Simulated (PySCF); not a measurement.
A species of formula C4H4F2O2 has this rotational fingerprint, computed with PBE0/pcSseg-1 in PySCF (dipole) on a GFN2-xTB geometry, gas phase:

* Rotational constants: A = 5345, B = 1035, C = 1020 MHz
* Dipole components: |μa| = 2.91 D, |μb| = 0.72 D, |μc| = 0.04 D
* Inertial defect: -87.75 u·Å²
* κ: -0.99

Task: Which structure is it? (One computed conformer of each.)
A. `[O:1]=[C:2]1[O:3][CH2:4][C@@H:5]1[CH:6]([F:7])[F:8]` with C4–C5–C6–F7 -37°
B. `[O:1]=[C:2]1[CH2:3][C@H:4]([CH:5]([F:6])[F:7])[O:8]1` with C3–C4–C5–F6 92°
C. `[CH2:1]=[CH:2][C:3](=[O:4])[O:5][CH:6]([F:7])[F:8]` with C1–C2–C3–O4 0°, C2–C3–O5–C6 180°, C3–O5–C6–F7 -121°

Result: C. It is C=CC(=O)OC(F)F, a near-prolate asymmetric top, point group Cs. The candidates at the same level (rigid rotor, commonest isotopes):

```json
{"SMILES": "O=C1OC[C@@H]1C(F)F", "A (MHz)": "3726", "B (MHz)": "1503", "C (MHz)": "1347", "μa (D)": "1.58", "μb (D)": "1.90", "μc (D)": "1.72", "Δ (u·Å²)": "-96.60", "point group": "C1", "rotor": "asymmetric top"}
{"SMILES": "O=C1C[C@H](C(F)F)O1", "A (MHz)": "5176", "B (MHz)": "1252", "C (MHz)": "1209", "μa (D)": "2.04", "μb (D)": "1.86", "μc (D)": "0.93", "Δ (u·Å²)": "-83.38", "point group": "C1", "rotor": "near-prolate asymmetric top"}
{"SMILES": "C=CC(=O)OC(F)F", "A (MHz)": "5345", "B (MHz)": "1035", "C (MHz)": "1020", "μa (D)": "2.91", "μb (D)": "0.72", "μc (D)": "0.04", "Δ (u·Å²)": "-87.75", "point group": "Cs", "rotor": "near-prolate asymmetric top"}
```

`O=C1C[C@H](C(F)F)O1` has B 21 % too high; `O=C1OC[C@@H]1C(F)F` has B 45 % too high. No structure here is proved a minimum.
